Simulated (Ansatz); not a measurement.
A run for Ansatz (a quantum-chemistry and plane-wave program): R-B3LYP-D3(BJ)/def2-TZVP on H2O (SMILES O).

Ansatz 0.2 input:
```yaml
crystal:
  periodic: [false, false, false]
  atoms:
    - {symbol: O, position_ang: [0.00000000, 0.00000000, 0.39750000]}
    - {symbol: H, position_ang: [0.00000000, 0.76320000, -0.19880000]}
    - {symbol: H, position_ang: [0.00000000, -0.76320000, -0.19880000]}
basis:
  gaussian:
    orbitals: def2-TZVP
hamiltonian:
  xc: b3lyp
  dispersion: d3bj
relax: {f_tol: 0.004, max_steps: 120}
scf: {lower_state_search: off}
```

### Question
Predict the final total energy.

### Answer
-76.4636 hartree.
